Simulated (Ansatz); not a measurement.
Frontier orbitals of CH₆F₂O₂Si₂, SMILES `O[SiH](O)C[SiH](F)F`.

Charge 0, multiplicity 1. All single points use the PBE0-D4/def2-TZVP geometry. It is one conformer, not always the lowest. Basis def2-TZVPP, Ansatz.

Q: Compute the vertical ionisation energy as the energy of the cation minus that of the neutral molecule, at each level. (Estimate.)

A: Ansatz gave: 
```json
{"level": "PBE-D4/def2-TZVPP", "IE (eV)": "10.04", "difference from CCSD(T)/CBS(def2)": "-1.25"}
{"level": "r2SCAN-D4/def2-TZVPP", "IE (eV)": "10.28", "difference from CCSD(T)/CBS(def2)": "-1.01"}
{"level": "PBE0-D4/def2-TZVPP", "IE (eV)": "10.64", "difference from CCSD(T)/CBS(def2)": "-0.65"}
{"level": "B3LYP-D4/def2-TZVPP", "IE (eV)": "10.63", "difference from CCSD(T)/CBS(def2)": "-0.66"}
{"level": "ωB97X-V/def2-TZVPP", "IE (eV)": "11.00", "difference from CCSD(T)/CBS(def2)": "-0.29"}
{"level": "ωB97M-V/def2-TZVPP", "IE (eV)": "10.94", "difference from CCSD(T)/CBS(def2)": "-0.35"}
{"level": "B2PLYP/def2-TZVPP", "IE (eV)": "10.80", "difference from CCSD(T)/CBS(def2)": "-0.49"}
{"level": "HF/def2-TZVPP", "IE (eV)": "10.72", "difference from CCSD(T)/CBS(def2)": "-0.56"}
{"level": "MP2/def2-TZVPP", "IE (eV)": "11.42", "difference from CCSD(T)/CBS(def2)": "0.13"}
{"level": "CCSD/def2-TZVPP", "IE (eV)": "11.22", "difference from CCSD(T)/CBS(def2)": "-0.07"}
{"level": "CCSD(T)/def2-TZVPP", "IE (eV)": "11.12", "difference from CCSD(T)/CBS(def2)": "-0.17"}
{"level": "HF/def2-QZVPP", "IE (eV)": "10.72", "difference from CCSD(T)/CBS(def2)": "-0.57"}
{"level": "MP2/def2-QZVPP", "IE (eV)": "11.51", "difference from CCSD(T)/CBS(def2)": "0.22"}
{"level": "HF/CBS(def2)", "IE (eV)": "10.72", "difference from CCSD(T)/CBS(def2)": "-0.57"}
{"level": "MP2/CBS(def2)", "IE (eV)": "11.59", "difference from CCSD(T)/CBS(def2)": "0.30"}
{"level": "CCSD/CBS(def2)", "IE (eV)": "11.39", "difference from CCSD(T)/CBS(def2)": "0.10"}
{"level": "CCSD(T)/CBS(def2)", "IE (eV)": "11.29", "difference from CCSD(T)/CBS(def2)": "0.00"}
```

B3LYP here is the variant with VWN-RPA as its local correlation; programs differ in this.
